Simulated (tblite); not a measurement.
Compound: C5H10NO (charge +1).
Atom-mapped SMILES: `[CH3:1][C:2]#[N+:3][C@@H:4]([CH3:5])[O:6][CH3:7]` (hydrogens: H8, H9, H10 on C1; H11 on C4; H12, H13, H14 on C5; H15, H16, H17 on C7)
Bond orders are those of one Lewis drawing.

Computed with GFN2-xTB (tblite), gas phase: Langevin dynamics at 200 K from the optimised GFN2-xTB geometry, time step 0.5 fs, friction 0.01 fs⁻¹, 2000 steps. The instantaneous temperature is 2·E(kin)/(3Nk) with all 3N coordinates.

```csv
t (fs),T (K),E(pot) above start (eV),C1–C2 (Å),C2≡N3 (Å),N3–C4 (Å),C4–C5 (Å),C4–O6 (Å),C1–H8 (Å),C2–N3–C4–C5 (°)
0,173,0.000,1.399,1.152,1.449,1.524,1.367,1.093,-87
50,157,0.255,1.412,1.163,1.449,1.550,1.381,1.091,-102
100,170,0.265,1.411,1.145,1.463,1.511,1.403,1.100,-92
150,211,0.255,1.402,1.158,1.448,1.518,1.346,1.102,-50
200,219,0.379,1.408,1.164,1.445,1.490,1.389,1.078,2
250,170,0.354,1.396,1.138,1.468,1.573,1.359,1.113,129
300,220,0.494,1.395,1.170,1.477,1.520,1.339,1.082,24
350,279,0.367,1.417,1.132,1.526,1.533,1.335,1.085,-86
400,214,0.494,1.405,1.169,1.500,1.500,1.328,1.084,-43
450,178,0.406,1.409,1.141,1.470,1.561,1.389,1.136,-59
500,186,0.359,1.420,1.160,1.473,1.548,1.363,1.061,-100
550,168,0.419,1.387,1.159,1.514,1.513,1.361,1.099,-116
600,213,0.378,1.422,1.142,1.453,1.535,1.367,1.081,-90
650,208,0.506,1.385,1.181,1.410,1.562,1.364,1.091,-48
700,248,0.479,1.442,1.128,1.466,1.516,1.339,1.109,-124
750,221,0.390,1.359,1.169,1.452,1.535,1.411,1.112,-155
800,319,0.179,1.436,1.155,1.457,1.548,1.395,1.101,-96
850,223,0.480,1.407,1.150,1.463,1.539,1.331,1.085,-64
900,304,0.316,1.405,1.155,1.438,1.516,1.379,1.134,-82
950,225,0.611,1.417,1.158,1.391,1.572,1.445,1.066,-69
1000,277,0.376,1.395,1.154,1.423,1.546,1.374,1.135,-174
```

Problem. From 500 fs on, how do temperature and potential energy compare with equipartition?

Solution. The mean temperature of these 11 frames is 236 K against the target 200 K, and the mean potential energy 0.41 eV against 45 × kT/2 = 0.39 eV for 45 classical harmonic modes. For 17 atoms in a canonical ensemble the temperature itself scatters by T·√(2/(3N)) = 40 K; here its standard deviation is 45 K. The whole run lasts only 10 friction times of 100 fs, so these averages carry a wide statistical error.

Problem. What are the kinetic and total energies of the listed frame with the highest potential energy?

Solution. The one at 950 fs, 0.611 eV above the start. Its kinetic energy is 3NkT/2 = 0.494 eV at 225 K, so the sum is 1.11 eV; over the listed frames the sum runs from 0.38 to 1.11 eV, since the thermostat adds and removes energy.

Problem. How much do the listed bonds fluctuate from 500 fs on?

Solution. 
```json
{"bond": "C1–C2", "at the start (Å)": "1.399", "mean (Å)": "1.407", "standard deviation (Å)": "0.023"}
{"bond": "C2≡N3", "at the start (Å)": "1.152", "mean (Å)": "1.156", "standard deviation (Å)": "0.013"}
{"bond": "N3–C4", "at the start (Å)": "1.449", "mean (Å)": "1.449", "standard deviation (Å)": "0.032"}
{"bond": "C4–C5", "at the start (Å)": "1.524", "mean (Å)": "1.539", "standard deviation (Å)": "0.018"}
{"bond": "C4–O6", "at the start (Å)": "1.367", "mean (Å)": "1.375", "standard deviation (Å)": "0.031"}
{"bond": "C1–H8", "at the start (Å)": "1.093", "mean (Å)": "1.098", "standard deviation (Å)": "0.023"}
```

The motion is classical and holds no zero-point motion.

What follows is the cost of the whole dynamics run. On one thread, Arm Neoverse V1 (aarch64) (shared host), this took 9.9 s wall and 0.18 GiB of memory at its peak.
